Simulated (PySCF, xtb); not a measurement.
H2W, SMILES [WH2] (connectivity only; charge and spin as stated), neutral, multiplicity 5.

Harmonic wavenumbers (cm⁻¹) from GFN2-xTB in xtb at its own minimum, in rising order: 709, 2123, 2184.

Question: What does PySCF with PBE0-D3(BJ)/def2-TZVPD give at its own minimum? (Estimate from the structure and the level; the computed values follow.)

Answer: 656, 1934, 1946. Paired by order, the mean absolute difference is 160 cm⁻¹ and the zero-point energies are 7.2 and 6.5 kcal/mol.
